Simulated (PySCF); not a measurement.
H6OSi2Zn, SMILES [SiH3][O][Zn][SiH3].

Coordinates come from a PBE0-D3(BJ)/def2-SVP optimisation. The structure was generated by enumeration; whether it is a known compound was not checked. The values are those of a single conformer.

Two levels are set side by side: PBE/def2-TZVP (PySCF) and r2SCAN/def2-TZVP (PySCF). Same geometry, gas phase. Differences are taken from unrounded values.

| quantity | r2SCAN |
|---|---|
| orbital gap (eV) | 5.58 |
| highest occupied level (eV) | -7.07 |
| lowest empty level (eV) | -1.49 |
| dipole moment (D) | 1.97 |
| mean polarisability (bohr³) | 86.4 |

Q: What does PBE give, and how far is it from r2SCAN? (The exact figures need the calculation; the answer reports its results.)

A: 
| quantity | PBE | PBE minus r2SCAN |
|---|---|---|
| orbital gap (eV) | 5.03 | -0.55 |
| highest occupied level (eV) | -6.75 | 0.32 |
| lowest empty level (eV) | -1.71 | -0.23 |
| dipole moment (D) | 1.94 | -0.02 |
| mean polarisability (bohr³) | 89.9 | 3.5 |

Rough cost on one machine, each run with all the roots and properties that it gave: r2SCAN against PBE about 4 times.
